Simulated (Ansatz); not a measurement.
Start from `[NH2][Mo](=[O])(=[O])[Cl]` and change one element to get `[NH2][Cr](=[O])(=[O])[Cl]`.

Ansatz, PBE0-D4/def2-TZVP geometries, multiplicity 1. Each molecule was computed in one conformer, which needn't be the lowest.

Elements past krypton have def2 core potentials. Scalar relativity is left out up to krypton.

| property | `[NH2][Mo](=[O])(=[O])[Cl]` |
| --- | --- |
| LUMO energy (ωB97M-V/def2-TZVPP) / eV | -0.50 |
| HOMO energy (ωB97M-V/def2-TZVPP) / eV | -11.08 |
| ideal-gas entropy at 298 K and 1 bar (rigid rotor, harmonic PBE0-D4/def2-TZVP) / J/(mol·K) | 342 |
| size of the dipole moment (B3LYP/def2-TZVPP) / D | 3.86 |
| HOMO–LUMO gap (B3LYP/def2-TZVPP) / eV | 5.81 |
| HOMO–LUMO gap (PBE0/def2-TZVPP) / eV | 6.27 |

Q: Give the same properties after the change, and the shifts. (An estimate is asked.)

A: Computed: 
| property | `[NH2][Cr](=[O])(=[O])[Cl]` | shift |
| --- | --- | --- |
| LUMO energy (ωB97M-V/def2-TZVPP) / eV | -1.69 | -1.19 |
| HOMO energy (ωB97M-V/def2-TZVPP) / eV | -10.87 | 0.21 |
| ideal-gas entropy at 298 K and 1 bar (rigid rotor, harmonic PBE0-D4/def2-TZVP) / J/(mol·K) | 330 | -12 |
| size of the dipole moment (B3LYP/def2-TZVPP) / D | 3.81 | -0.05 |
| HOMO–LUMO gap (B3LYP/def2-TZVPP) / eV | 4.39 | -1.42 |
| HOMO–LUMO gap (PBE0/def2-TZVPP) / eV | 4.86 | -1.41 |

With PBE0 the HOMO rises by 0.15 eV and the LUMO falls by 1.27 eV, so the gap narrows by about 1.42 eV. PBE moves the HOMO by 0.08 eV and ωB97M-V by 0.21 eV. Dipoles are sizes alone; their direction can turn.

B3LYP here is the variant with VWN-RPA as its local correlation; programs differ in this.
